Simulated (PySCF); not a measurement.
Species: C4H7ClFSi2 (doublet state).
Cartesian coordinates in Å at the GFN2-xTB level; atoms count from 1:
```xyz
15
C4H7ClFSi2 angstrom
C      2.5178   -2.0760    1.6230
C      1.6668   -1.4194    0.8245
C      0.8668   -0.8763    0.0531
Si    -0.2543    0.2385   -0.8579
F      0.1683    0.1465   -2.4289
Si    -0.3196    2.4627   -0.2075
C     -1.9984   -0.5664   -0.8573
Cl    -2.7854   -0.3209    0.7271
H      2.2125   -2.4008    2.6019
H      3.5226   -2.2917    1.3059
H     -0.7293    2.5647    1.1926
H     -1.2584    3.2430   -1.0222
H      1.0084    3.0658   -0.3482
H     -1.9670   -1.6408   -1.0258
H     -2.6552   -0.1210   -1.6022
```

The hyperfine couplings belong to this conformer and change with its torsions.

The species is `[CH2]C#C[Si@](F)([SiH3])CCl` [radical].

Level of theory: UKS B3LYP, pcH-1 on C Cl F H Si, non-relativistic, mean-field spin-orbit, GIAO (PySCF 2.14.0). Geometry: GFN2-xTB, one conformer, isolated molecule. The geometry wasn't refined by DFT: couplings that depend on bond lengths, twists or pyramidal angles can differ widely from those at the functional's own minimum. The SCF solution wasn't tested for stability.

(1) Break the g tensor into its mass correction, gauge correction and orbital-Zeeman/spin–orbit terms.

(2) What effective moment and Curie constant follow for a powder?

(3) At 93.557 GHz, how far is the centre of the isotropic spectrum from where a free electron (g = 2.002319) resonates?

(4) What are the electron Larmor frequencies g μB B/h along the three axes at 3350 mT?

(5) In a frozen sample, at which fields do the three g values resonate at 9.5, 34, 94 and 263 GHz (hyperfine left aside), and which band first spreads them over more than twice a line width of 0.5 mT?

Results:

(1) 
| Δg (ppm) | 1 | 2 | 3 |
| --- | --- | --- | --- |
| relativistic mass correction | -136 | -136 | -136 |
| gauge correction | 0 | 25 | 33 |
| orbital Zeeman/spin–orbit | 49 | 612 | 1081 |
| total | -87 | 501 | 978 |

So g = 2.00223, 2.00282, 2.00330 and g_iso = 2.00278; the tensor is rhombic: the two nearest values differ by 45 % of g3 − g1. Axes: g3 points within 5° of the C3–Si4 bond.

(2) With the mean of g² = 4.0111 and S(S+1) = 0.75: μ_eff = √(⟨g²⟩S(S+1)) = 1.734 μB and χT = 0.12505·⟨g²⟩·S(S+1) = 0.376 cm³ K/mol (cgs; spin-Hamiltonian part alone).

(3) B = hν/(g μB) with μB/h = 13.99624 MHz/mT gives 3338.35 mT for the free electron and 3337.57 mT at g_iso, 0.77 mT lower.

(4) 93.8795, 93.9071, 93.9294 GHz for g1, g2 and g3, a range of 49.9 MHz.

(5) 
| band | GHz | B(g3) mT | B(g2) mT | B(g1) mT | spread mT |
| --- | --- | --- | --- | --- | --- |
| X | 9.5 | 338.82 | 338.90 | 339.00 | 0.18 |
| Q | 34.0 | 1212.61 | 1212.90 | 1213.26 | 0.64 |
| W | 94.0 | 3352.52 | 3353.32 | 3354.30 | 1.78 |
| J | 263.0 | 9379.92 | 9382.15 | 9384.90 | 4.99 |

The spread grows in proportion to the frequency. W band is the first where it exceeds 1.0 mT.

The largest Mulliken spin populations are on C1 (+0.73), C3 (+0.58) and C2 (-0.27). The positive populations add up to 1.35 and the negative ones to -0.35, together 2S = 1. The angles at C1 add up to 360.0°, so it is planar; its axial dipolar tensor and the negative couplings of its protons fit spin in a p orbital normal to that plane.

The HOMO–LUMO gaps are 5.22 eV among the α and 4.43 eV among the β orbitals.
